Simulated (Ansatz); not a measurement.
`N[SiH2]/N=C(/N)F`, relaxed with RKS PBE-D4/def2-SVP in Ansatz 0.2.0 from a rough embedded geometry. The force threshold is 0.03 eV/Å; the program also tests the step.

Charge 0, multiplicity 1.

Start:

```xyz
12

N    -1.275    2.062    0.815
Si    0.025    1.386   -0.059
N    -0.251   -0.315    0.214
C     0.657   -1.048   -0.243
N     0.566   -2.425   -0.173
F     1.651   -0.679   -1.047
H    -2.094    1.529    0.469
H    -1.173    1.651    1.799
H     1.320    1.838    0.569
H    -0.129    1.706   -1.492
H     1.011   -2.947   -0.965
H    -0.307   -2.757    0.114
```

Question: By how much does the energy fall, and how many steps does the optimiser take? (Estimate.)

Answer: The calculation gave: 16.53 kcal/mol, in 8 steps.

Question: Which bonds change most? (An estimate is asked.)

Answer: The calculation gave: C4–F6 from 1.330 to 1.381 Å; N1–H8 from 1.071 to 1.024 Å; N5–H12 from 0.977 to 1.017 Å; N1–Si2 from 1.707 to 1.740 Å.

Question: Give the relaxed structure. (Best estimate.)

Answer: Computed: 
```xyz
12

N    -1.340    2.144    0.902
Si   -0.055    1.369    0.020
N    -0.106   -0.384    0.082
C     0.679   -1.229   -0.426
N     0.619   -2.586   -0.316
F     1.785   -0.897   -1.183
H    -2.296    2.012    0.559
H    -1.333    2.052    1.922
H     1.231    1.863    0.627
H    -0.194    1.819   -1.410
H     1.216   -3.171   -0.897
H    -0.206   -2.991    0.119
```
